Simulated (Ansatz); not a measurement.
`[F][GaH][SiH3]` + H₂ → `[F][GaH2]` + SiH₄ at 298.15 K and 1 bar (hydrogenolysis of a Ga–Si bond).

Computed with Ansatz on PBE0-D4/def2-TZVP structures; ΔE is electronic, products minus reactants. CBS: MP2 limit from def2 TZ/QZ plus the TZ coupled-cluster correction, frozen cores. This one scheme is used for every species. For Ga outer-core shells are correlated without core-valence functions, which leaves a few kJ/mol of doubt a bond. Scalar relativity is left out up to krypton.

```csv
species,CCSD(T)/CBS energy (Eh),H − E (kJ/mol),S (J/(mol·K))
`[F][GaH][SiH3]`,-2315.24439,105.1,336.4
H₂,-1.17544,35.1,130.4
`[F][GaH2]`,-2024.95631,51.0,253.1
SiH₄,-291.46306,92.1,204.8
```

H − E and S are ideal-gas, rigid-rotor, harmonic terms from PBE0-D4/def2-TZVP. The MP2-based limit puts H₂ 0.8 mEh under its directly extrapolated value; such offsets cancel only in part. 1 Eh = 2625.50 kJ/mol, R = 8.31446 J/(mol·K).

**Question.** By hand: ΔE, ΔH, ΔS and ΔG.

**Answer.** ΔE = (-2024.95631) + (-291.46306) − (-2315.24439) − (-1.17544) = 0.00046 Eh = 1.2 kJ/mol. Δ(H − E) = 51.0 + 92.1 − 105.1 − 35.1 = 2.9, so ΔH = 4.1 kJ/mol. ΔS = 253.1 + 204.8 − 336.4 − 130.4 = -8.9 J/(mol·K). ΔG = 4.1 − 298.15 × (-8.9)/1000 = 6.8 kJ/mol.

**Question.** By hand: the equilibrium constant, and the temperature at which ΔG would vanish if ΔH and ΔS stayed fixed.

**Answer.** log₁₀ K = −ΔG/(RT ln 10) = -1.2. ΔH and −TΔS have one sign here, so there is no such temperature. One of them is within its doubt of zero, so this could turn.

TΔS isn't small against ΔH here. A doubt of 5 kJ/mol in ΔE shifts log₁₀ K by 0.9 here. Modes under 60 cm⁻¹, often nearly free rotors, make the harmonic entropy too high. These are equilibria of isolated gas molecules and say nothing of rates. Largest T1 diagnostic: 0.014 (customary marks: 0.02 for closed shells, 0.045 for open ones).
